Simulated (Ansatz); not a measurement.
Consider the formal exchange of groups at a C–C bond: `CC[CH](C)[AlH2]` + `[F][ZnH]` → `C[CH2][Zn][F]` + `C[CH2][AlH2]`.

Isolated molecules relaxed with PBE0-D4/def2-TZVP in Ansatz; ΔE leaves out vibrations. CCSD(T)/CBS adds triple-zeta CCSD(T) − MP2 to the extrapolated MP2 energy (def2 sets, frozen cores). DFT in def2-TZVPP. For Zn outer-core shells are correlated without core-valence functions, which leaves a few kJ/mol of doubt a bond. Scalar relativity is left out up to krypton. One conformer a species, not always the lowest.

`CC[CH](C)[AlH2]`:

Cartesian coordinates in Å:
```
C 0.585 -0.882 1.664
C 0.921 0.020 0.487
C -0.067 -0.137 -0.669
C 0.259 0.812 -1.821
Al -1.877 0.120 0.073
H 0.553 -1.933 1.363
H 1.305 -0.787 2.479
H -0.397 -0.635 2.097
H 1.944 -0.190 0.145
H 0.927 1.064 0.823
H 0.003 -1.170 -1.038
H -0.393 0.658 -2.685
H 0.161 1.860 -1.519
H 1.291 0.678 -2.169
H -2.165 1.458 0.891
H -3.053 -0.936 -0.120
```

`[F][ZnH]`:

Cartesian coordinates in Å:
```
F 0.185 -0.180 1.649
Zn -0.009 0.009 -0.080
H -0.176 0.172 -1.569
```

`C[CH2][Zn][F]`:

```xyz
9

C     0.174    0.488    1.031
C    -0.588   -0.241   -0.073
Zn    0.408   -0.552   -1.694
F     1.314   -0.838   -3.172
H     0.508    1.479    0.714
H    -0.454    0.628    1.916
H     1.061   -0.064    1.350
H    -0.937   -1.216    0.281
H    -1.487    0.318   -0.352
```

`C[CH2][AlH2]`:

Cartesian coordinates in Å:
```
C -0.088 0.395 -1.270
C -0.027 -0.625 -0.134
Al 0.132 0.082 1.685
H -0.177 -0.083 -2.251
H 0.805 1.024 -1.296
H -0.942 1.070 -1.161
H 0.812 -1.318 -0.288
H -0.913 -1.275 -0.155
H 0.190 -0.919 2.921
H 0.207 1.650 1.950
```

| level | ΔE (eV) |
| --- | --- |
| PBE-D4 | -0.22 |
| PBE0-D4 | -0.18 |
| ωB97X-V | -0.16 |
| r2SCAN | -0.23 |
| PBE0 | -0.25 |
| CCSD(T)/def2-TZVPP | -0.18 |
| MP2/def2-QZVPP | -0.24 |
| HF/CBS(def2) | -0.19 |

(1) What does CCSD(T)/CBS give? (An estimate is asked.)

Largest T1 diagnostic among the species: 0.018.

## Answers

(1) Ansatz gave: -0.21 eV. The listed levels differ from it by -0.01, 0.03, 0.05, -0.02, -0.04, 0.03, -0.03, 0.02 eV.

The D4 term adds +0.11 eV with B3LYP and +0.06 eV with PBE0; it sums over pairs of atoms, weighted by their polarisabilities, and B3LYP, whose exchange is more repulsive, gets the larger term. From PBE to PBE0 (25 % exact exchange), in def2-TZVPP and without D4, ΔE moves by +0.05 eV.

B3LYP here is the variant with VWN-RPA as its local correlation; programs differ in this.
